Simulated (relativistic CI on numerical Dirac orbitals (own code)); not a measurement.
## Slater and spin-orbit integrals, Ni²³⁺

Computed by Dirac-Coulomb-Breit CI, orbitals from a KLI potential per configuration, model QED (radiative potential, 1s self-energy scaled to tabulated hydrogen-like ionisation energies), unscaled Slater integrals (own radial code, finite nucleus).

Slater integrals F^k, G^k are unscaled and averaged over j, outside the closed core 1s2; ζ comes from projecting the Hamiltonian with its Breit term on Σ l·s of the shell.

- 2s2 2p: ζ(2p) = 111480 cm⁻¹; <r>(2p) = 0.1938, <r^2>(2p) = 0.04536 (bohr units).
- 2s 2p2: F^2(2p,2p) = 492400, G^1(2s,2p) = 523770, ζ(2p) = 110450 cm⁻¹; <r>(2s) = 0.226, <r^2>(2s) = 0.05977, <r>(2p) = 0.1941, <r^2>(2p) = 0.04552 (bohr units).
- 2p3: F^2(2p,2p) = 490750, ζ(2p) = 109470 cm⁻¹; <r>(2p) = 0.1947, <r^2>(2p) = 0.04581 (bohr units).

Averages of the first 10 configurations, taken without configuration mixing, which lowers the lowest level and can move excited configurations by several eV; other configurations of the list can lie among them:

| Configuration | Parity | States | Average energy above the lowest level (eV) |
| --- | --- | --- | --- |
| 2s2 2p | odd | 6 | 18.6 |
| 2s 2p2 | even | 30 | 100.5 |
| 2p3 | odd | 20 | 203.5 |
| 2p2 3s | even | 30 | 1356.9 |
| 2p2 3p | odd | 90 | 1382.8 |
| 2p2 3d | even | 150 | 1406.0 |
| 2s2 3s | even | 2 | 1200.9 |
| 2s2 3p | odd | 6 | 1229.9 |
| 2s2 3d | even | 10 | 1253.3 |
| 2s 2p 3s | odd | 24 | 1268.2 |
